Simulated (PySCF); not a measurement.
## Fractional electron number in Ta (tantalum, neutral)

The 6s beta orbital of [Xe] 4f14 5d3 6s2 is emptied in steps (occupation f), with all orbitals relaxed, ending at [Xe] 4f14 5d3 6s1. All numbers are calculated (PySCF 2.14, scalar relativity through the core potential, in aug-cc-pVDZ-PP with ECP60MDF (5s5p4d2f, 54 functions)). The exact energy is a straight line in f; departures are measured from the line between the end points of the same method.

| f | PBE0 (eV) | r2SCAN (eV) | LC-wPBE (eV) |
| --- | --- | --- | --- |
| 1 | 0.000 | 0.000 | 0.000 |
| 0.75 | -0.356 | -0.401 | 0.029 |
| 0.5 | -0.475 | -0.513 | 0.032 |
| 0.25 | -0.353 | -0.354 | 0.017 |
| 0 | 0.000 | 0.000 | 0.000 |

**Question.** For LC-wPBE, how does the orbital energy at f = 1 compare with the removal energy?

**Answer.** −ε = 7.009 eV against a total-energy difference of 6.837 eV. By Janak's theorem ε = ∂E/∂f, so the gap between them reflects the curvature. Along the path −ε is 6.899 (f = 0.75), 6.801 (f = 0.5), 6.775 (f = 0.25) eV.

```
 method  E(f=0) − E(f=1) (eV)  −ε at f=1 (eV)  −ε at f=0.5 (eV)
   PBE0                 7.080           5.188             7.081
 r2SCAN                 6.853           4.640             6.970
LC-wPBE                 6.837           7.009             6.801
```

Reference removal energy between the ground levels: 7.550 eV (measured; NIST Atomic Spectra Database, ionization energies). The calculation has no spin-orbit coupling.
